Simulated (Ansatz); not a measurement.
Several settings on one geometry of the cluster MoSe2 (the lowest singlet isomer of a short search) (that of the charge 0 singlet, B3LYP-D4/def2-TZVP). Ansatz on 4 threads of Arm Neoverse V1 on a shared host; times are rough.

```
atom   x (Å)   y (Å)   z (Å)
 Mo1  -0.133  -0.665   0.551
 Se2   1.241   1.055   0.881
 Se3  -1.109  -0.389  -1.431
```

Totals from different functionals, basis sets or treatments of relativity can't be compared as stabilities.

In the def2 sets Mo takes a core potential; there is no spin–orbit coupling.

At B3LYP-D4/def2-TZVP a triplet lies 0.70 eV below the restricted singlet of charge 0, at its own geometry.

Task: Give the basis size and estimate the energy, ⟨S²⟩ and time of these runs.

| run | method | charge | state | further keys |
| --- | --- | --- | --- | --- |
| 1 | RKS B3LYP5/def2-mTZVPP | 0 | singlet | nuclear_model: gaussian; scf: {lower_state_search: off} |
| 2 | RKS ωB97X/def2-TZVPD | 0 | singlet | scf: {omitted_lower_state_checks: [starts]} |
| 3 | RKS BHLYP/def2-TZVPP | 0 | singlet | fitting: {mean_field: def2-universal-jkfit}; final_grid: {core_spheres: 5, valence_spheres: 4, degree: 11}; forces asked |

Result: 
| run | functions | energy (Eh) | ⟨S²⟩ | wall time |
| --- | --- | --- | --- | --- |
| 1 | 105 | -4871.0620 | – | 1.3 s |
| 2 | 154 | -4871.3539 | – | 20 s |
| 3 | 152 | -4871.1637 | – | 4.6 s |

The restricted singlet is unstable towards broken spin symmetry at other levels; at RKS B3LYP5/def2-mTZVPP, RKS ωB97X/def2-TZVPD, RKS BHLYP/def2-TZVPP this wasn't settled.
